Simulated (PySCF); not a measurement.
Si(AsH2)2(H)2 (As2H6Si), SMILES [AsH2][SiH2][AsH2].

Coordinates come from a ωB97X-D3(BJ)/def2-SVP optimisation. This is a generated structure with no PubChem entry under its InChIKey; it may be hypothetical.

All values below come from TDA-PBE/def2-SVPD (PySCF 2.14.0).

Vertical excitations. The molecule is in vacuum. State labels are in the subgroup C2v.

Computed excitation energies, oscillator strengths and character:
| state | symmetry | energy (eV) | λ (nm) | f | main pairs |
|---|---|---|---|---|---|
| S1 | B1 | 5.13 | 242 | 0.031 | HOMO→LUMO 70 %, HOMO→LUMO+2 28 % |
| S2 | A2 | 5.49 | 226 | 0.000 | HOMO→LUMO+1 97 % |
| S3 | A1 | 5.50 | 225 | 0.001 | HOMO→LUMO+3 99 % |
| S4 | B2 | 5.60 | 221 | 0.011 | HOMO→LUMO+4 97 % |
| S5 | B1 | 5.69 | 218 | 0.455 | HOMO→LUMO+2 68 %, HOMO→LUMO 23 % |
| S6 | A2 | 6.27 | 198 | 0.000 | HOMO→LUMO+5 95 % |
| S7 | B1 | 6.30 | 197 | 0.004 | HOMO→LUMO+6 99 % |
| S8 | A1 | 6.36 | 195 | 0.006 | HOMO−1→LUMO 68 %, HOMO→LUMO+7 24 % |
| S9 | A1 | 6.59 | 188 | 0.010 | HOMO−2→LUMO 78 % |
| S10 | A1 | 6.90 | 180 | 0.034 | HOMO−1→LUMO+2 56 %, HOMO→LUMO+7 34 % |
| T1 | B1 | 4.34 | 286 | 0 | HOMO→LUMO 98 % |
| T2 | A2 | 5.08 | 244 | 0 | HOMO→LUMO+1 96 % |
| T3 | B2 | 5.19 | 239 | 0 | HOMO→LUMO+4 96 % |
| T4 | B1 | 5.19 | 239 | 0 | HOMO→LUMO+2 99 % |
Triplets are in the Tamm–Dancoff approximation.
